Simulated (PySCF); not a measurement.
The vertical singlet excitations below were computed for one of the candidates. Method: PySCF 2.14.0, density-fitted response routines, TDDFT CAM-B3LYP/def2-SVPD, vertical, gas phase, core orbitals frozen in the response. Geometries: PBE0-D3(BJ)/def2-SVP, one conformer each.

```tsv
state	E (eV)	f
S1	7.34	0.0059
S2	7.63	0.0003
S3	7.69	0.0051
S4	7.91	0.026
S5	7.97	0.014
S6	8.38	0.0041
S7	8.46	0.025
S8	8.51	0.103
S9	8.66	0.0077
S10	8.70	0.028
```

Orbital energies (eV): HOMO-3 -10.68, HOMO-2 -10.45, HOMO-1 -9.41, HOMO -9.19, LUMO 1.31, LUMO+1 1.46, LUMO+2 1.70.

**Question.** Which candidate is it? All have the formula C5H12O2Si.
A. `CC(C)CC(=O)O[SiH3]`
B. `CCCCC(=O)O[SiH3]`
C. `CCC[SiH]1OCCO1`

**Answer.** C. Its S1, at 7.34 eV, is the highest among the candidates; the nearest of the others has S1 at 5.92 eV. S1 is HOMO→LUMO+1 (41%), HOMO→LUMO+2 (35%). Löwdin shares by element: HOMO oxygen 32%, carbon 18% or more, silicon 15% (atoms not listed hold the other 34%); LUMO carbon 19% or more, silicon 16%, oxygen 6% or more (atoms not listed hold the other 58%). At the same level the other candidates give, for their lowest levels:
- `CC(C)CC(=O)O[SiH3]`: 5.91 eV (f 0.000); 7.70 eV (f 0.033); 8.08 eV (f 0.004); 8.18 eV (f 0.076); 8.24 eV (f 0.002); T1 5.41 eV; HOMO -9.75, LUMO 0.90 eV
- `CCCCC(=O)O[SiH3]`: 5.92 eV (f 0.000); 7.68 eV (f 0.032); 8.07 eV (f 0.003); 8.19 eV (f 0.062); 8.28 eV (f 0.000); T1 5.42 eV; HOMO -9.76, LUMO 0.93 eV
Triplets come from the Tamm–Dancoff approximation.
